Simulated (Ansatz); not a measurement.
Start from `C=[CH][InH][CH3]` and change one element to get `C=[CH][AlH][CH3]`.

Ansatz, PBE0-D4/def2-TZVP geometries, multiplicity 1. Each molecule was computed in one conformer, which needn't be the lowest.

Elements past krypton have def2 core potentials.

```csv
property,`C=[CH][InH][CH3]`
HOMO energy (PBE0/def2-TZVPP) / eV,-7.28
LUMO energy (ωB97M-V/def2-TZVPP) / eV,0.06
HOMO energy (B3LYP/def2-TZVPP) / eV,-7.08
HOMO–LUMO gap (B3LYP/def2-TZVPP) / eV,5.35
LUMO energy (B3LYP/def2-TZVPP) / eV,-1.73
LUMO energy (PBE/def2-TZVPP) / eV,-2.24
```

(1) Give the same properties after the change, and the shifts. (An estimate is asked.)

Answers

(1) Ansatz gave: 
| property | `C=[CH][AlH][CH3]` | shift |
| --- | --- | --- |
| HOMO energy (PBE0/def2-TZVPP) / eV | -7.82 | -0.54 |
| LUMO energy (ωB97M-V/def2-TZVPP) / eV | 0.36 | 0.30 |
| HOMO energy (B3LYP/def2-TZVPP) / eV | -7.61 | -0.53 |
| HOMO–LUMO gap (B3LYP/def2-TZVPP) / eV | 6.03 | 0.68 |
| LUMO energy (B3LYP/def2-TZVPP) / eV | -1.59 | 0.14 |
| LUMO energy (PBE/def2-TZVPP) / eV | -2.21 | 0.03 |

With PBE0 the HOMO falls by 0.54 eV and the LUMO rises by 0.09 eV, so the gap widens by about 0.63 eV. PBE moves the HOMO by -0.41 eV and ωB97M-V by -0.60 eV.

Positive LUMOs are unbound, so they and the gaps depend on the basis.

B3LYP here is the variant with VWN-RPA as its local correlation; programs differ in this.
